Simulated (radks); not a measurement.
Problem. Zr3+, 37 electrons, occupied as [Kr] 4d1. Calculated with a radial shooting solver on a logarithmic mesh with Libxc functionals: scalar-relativistic Kohn-Sham, LDA (Slater exchange, Perdew-Wang correlation), spin-unpolarised, spherical densities, finite nucleus; Fermi nuclear charge, rms radius 4.2694 fm. Some entries of the table are withheld. Estimate them.

| orbital | occ. | eigenvalue (hartree) | <r> (bohr) |
|---|---|---|---|
| 1s | 2 | -655.1148 | 0.03711 |
| 2s | 2 | -91.68048 | 0.1628 |
| 2p | 6 | (1) | 0.1418 |
| 3s | 2 | -15.85662 | 0.4593 |
| 3p | 6 | (2) | 0.4627 |
| 3d | 10 | -7.45299 | 0.4526 |
| 4s | 2 | -3.00035 | 1.201 |
| 4p | 6 | (3) | 1.340 |
| 4d | 1 | -1.04289 | 1.832 |

Solution. 
(1) 2p eigenvalue (hartree): -81.93461
(2) 3p eigenvalue (hartree): -12.68177
(3) 4p eigenvalue (hartree): -2.17908
